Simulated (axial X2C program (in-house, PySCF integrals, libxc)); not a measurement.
CrS⁺: from the spin-free to the two-component result

All values were computed with an axial X2C code built on PySCF integrals. Spin-free means the one-electron spin-free X2C Hamiltonian; two-component (2c) means X2C with spin–orbit coupling and atomic mean-field two-electron Coulomb and Gaunt terms, so the difference of the two also holds small scalar two-electron terms. Basis: Cr dyall-cv3z [9s10p6d3f2g], S dyall-av3z [9s8p3d2f] (cores contracted in-house); Gaussian nuclei, density fitting, unrestricted open shells. Masses: Cr 51.941 u, S 31.972 u.

Spin-free state: M_S = 3/2, Λ = 0 (beyond evenly filled blocks: σα, δ+α, δ-α); fragments Cr+ + S.

```
level  Re (Å)  ωe (cm⁻¹)  De (eV)  μ (D)
 PBE0   2.102      406.4    2.401  -4.07
PBE50   2.165      360.6    1.734  -3.93
```

Dipoles are positive if S is the positive end and refer to the centre of mass.

Two-component determinant lowest at the distance of the search:

Ω = 3/2 (⟨Sz⟩ = 1.50, ⟨Lz⟩ = 0.00 at PBE0); fragments Cr+ + S.

```csv
level,Re (Å),ωe (cm⁻¹),De (eV),μ (D)
PBE0,2.102,405.8,2.395,-4.06
PBE50,2.166,359.7,1.727,-3.92
```

(1) From the two tables, how do the constants change at the PBE0 level (2c against spin-free)?

One determinant describes the state; a PBE0 search over occupations chose it and may have missed a lower one. Dissociation energies refer to the lowest single-determinant-based atoms at the same level and basis. Density functionals use the spin component along the axis (collinear). In 2c an atomic determinant is not the ground J level, so De misses part of the atomic spin–orbit lowering. This holds for PBE0, PBE50. Without a current term, density functionals place determinants with orbital angular momentum somewhat too high. With several unpaired electrons one determinant need not be a pure state. This is the top spin component of a Σ state; components of lower Ω are not single determinants and can lie lower. The determinant is spin-polarised beyond a pure state at some levels (its spin-free form has ⟨S²⟩ too high), which makes Re and μ there less reliable.

## Answers

(1) At the PBE0 level Re doesn't move by more than 0.001 Å and ωe decreases by 0.6 cm⁻¹; De is not compared, since the atomic limits differ or miss part of their spin–orbit lowering.
